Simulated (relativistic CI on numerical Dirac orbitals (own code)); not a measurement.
# Slater and spin-orbit integrals, Zr XXXV

Calculated at this level of theory: Dirac-Coulomb-Breit CI, KLI orbitals optimised for each configuration, a model potential for QED, unscaled Slater integrals (own radial code, finite nucleus).

Slater integrals F^k, G^k are unscaled and averaged over j, outside the closed core 1s2; ζ comes from projecting the Hamiltonian with its Breit term on Σ l·s of the shell.

- 2s2 2p2: F^2(2p,2p) = 721930, ζ(2p) = 513290 cm⁻¹; <r>(2p) = 0.1321, <r^2>(2p) = 0.02111 (bohr units).
- 2s 2p3: F^2(2p,2p) = 720700, G^1(2s,2p) = 763860, ζ(2p) = 510210 cm⁻¹; <r>(2s) = 0.1537, <r^2>(2s) = 0.02773, <r>(2p) = 0.1323, <r^2>(2p) = 0.02118 (bohr units).
- 2p4: F^2(2p,2p) = 718800, ζ(2p) = 507200 cm⁻¹; <r>(2p) = 0.1327, <r^2>(2p) = 0.02128 (bohr units).

Averages of the first 10 configurations, taken without configuration mixing, which lowers the lowest level and can move excited configurations by several eV; other configurations of the list can lie among them:

| Configuration | Parity | States | Average energy above the lowest level (eV) |
| --- | --- | --- | --- |
| 2s2 2p2 | even | 15 | 126.7 |
| 2s 2p3 | odd | 40 | 322.2 |
| 2p4 | even | 15 | 548.7 |
| 2p3 3s | odd | 40 | 3010.9 |
| 2p3 3p | even | 120 | 3068.2 |
| 2p3 3d | odd | 200 | 3122.6 |
| 2s2 2p 3s | odd | 12 | 2630.5 |
| 2s2 2p 3p | even | 36 | 2692.6 |
| 2s2 2p 3d | odd | 60 | 2747.3 |
| 2s 2p2 3s | even | 60 | 2805.0 |
